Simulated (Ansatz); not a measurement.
`BC(C)(C)F`, charge 0, multiplicity 1.

Q: Give a relaxed structure at PBE0-D4/def2-TZVP (Ansatz 0.2.0). (An estimate is asked.)

A: The calculation gave: 
Z-matrix (Å, degrees):
```
C
C 1 1.523
C 1 1.523 2 111.3
B 1 1.563 2 110.5 3 123.3
F 1 1.409 2 106.6 3 -115.9
H 2 1.091 1 110.9 3 -61.2
H 2 1.092 1 111.3 3 177.9
H 2 1.093 1 109.2 3 58.6
H 3 1.091 1 110.8 2 61.2
H 3 1.093 1 109.2 2 -58.6
H 3 1.092 1 111.3 2 -177.8
H 4 1.196 1 118.2 2 -62.1
H 4 1.193 1 121.4 2 117.8
```
Point group Cs.
This is one stationary point; other conformers may exist.
